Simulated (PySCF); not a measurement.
This PySCF input asks for the NMR shieldings of SMILES C=CB1NBBN(C)BN1, C3H11B4N3; the geometry comes from GFN2-xTB.

```python
import basis_set_exchange as bse
import numpy as np
from pyscf import gto, dft
from pyscf.prop import nmr

atoms = """
C     3.657738   -0.813553    0.480422
C     2.932642    0.287850    0.327320
B     1.371147    0.359770    0.117644
N     0.854342    1.524722   -0.520186
B    -0.466934    1.889774   -0.846945
B    -1.835948    1.000873   -0.495475
N    -1.900103   -0.268065    0.131054
C    -3.233811   -0.845158    0.299314
B    -0.809126   -1.058991    0.600348
N     0.567632   -0.721095    0.564750
H     3.211321   -1.797052    0.476006
H     4.730878   -0.799195    0.600843
H     3.474682    1.230575    0.321758
H     1.575083    2.184185   -0.786176
H    -0.553024    2.931555   -1.408025
H    -2.898406    1.444723   -0.782729
H    -3.208066   -1.717848    0.950049
H    -3.637294   -1.151614   -0.668462
H    -3.913348   -0.110060    0.730726
H    -1.063124   -2.107766    1.081461
H     1.134799   -1.446686    0.980535
"""
names = dict.fromkeys(["C", "B", "N", "H"], "pcSseg-1")
basis = {el: gto.basis.parse(bse.get_basis(n, elements=[el], fmt="nwchem")) for el, n in names.items()}
mol = gto.M(atom=atoms, basis=basis, charge=0, verbose=0)
mf = dft.RKS(mol, xc="PBE0")
mf.grids.level = 2
mf.grids.alignment = dft.numint.BLKSIZE   # the property module wants whole blocks of grid points
mf.conv_tol = 1e-9
mf.kernel()

calc = nmr.RKS(mf)   # GIAO
C = mf.mo_coeff
Co = C[:, mf.mo_occ > 0]
resp = mf.gen_response(singlet=True, hermi=2)
def vind(x):   # induced exchange potential for any number of trial vectors
    d = np.einsum("pi,xij,qj->xpq", C, 2 * x.reshape(-1, C.shape[1], Co.shape[1]), Co, optimize=True)
    return np.einsum("xpq,pi,qj->xij", resp(d - d.transpose(0, 2, 1)), C, Co, optimize=True).ravel()
mo1, _ = nmr.rhf.solve_mo1(calc, with_cphf=vind)
sigma = calc.kernel(mo1)
for i, s in enumerate(sigma):   # ppm
    print("%2d %-2s %9.2f" % (i, mol.atom_pure_symbol(i), np.trace(s) / 3))
```

Task: What does it print?

Result: 
```
 0 C      48.83
 1 C      37.82
 2 B      71.82
 3 N      82.65
 4 B      49.95
 5 B      45.99
 6 N      79.67
 7 C     136.83
 8 B      67.88
 9 N     133.52
10 H      25.48
11 H      25.40
12 H      25.20
13 H      24.41
14 H      25.69
15 H      25.37
16 H      28.34
17 H      27.85
18 H      28.02
19 H      26.89
20 H      25.90
```

These numbers come from an equivalent density-fitted implementation of the same equations, which agrees with the script to about 0.01 ppm for H and up to a few tenths of a ppm for heavy atoms, so last digits may differ.

Size and cost of the density-fitted run: 225 basis functions, 87 s wall time on 1 thread of an Arm Neoverse N1, shared host; peak memory 1 GiB.
